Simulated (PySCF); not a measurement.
The same groups moved round the core (propene ethynyl). Gas-phase values, no solvent. One relaxed conformer stands for each flexible species; it need not be the lowest. Strings in code marks are SMILES.

The HOMO from two functionals at the same geometries (PBE0-D3(BJ)/def2-TZVP), both in PySCF: PBE-D3(BJ)/def2-TZVP and B3LYP-D3(BJ)/def2-TZVP. B3LYP has the VWN-RPA correlation part, as in Gaussian. 

| species | PBE-D3(BJ)/def2-TZVP (eV) | B3LYP-D3(BJ)/def2-TZVP (eV) |
|---|---|---|
| `C(=C\C#C)/C` | -5.78 | -6.60 |
| `C(/C#C)=C/C` | -5.82 | -6.63 |
| `C#CCC=C` | -6.45 | -7.38 |

Over these rows, drawn at random from the members with no instability flagged (it was tested for open shells, ions and some series alone), PBE minus B3LYP-D3(BJ): mean +0.86 eV, from +0.82 eV to +0.93 eV.
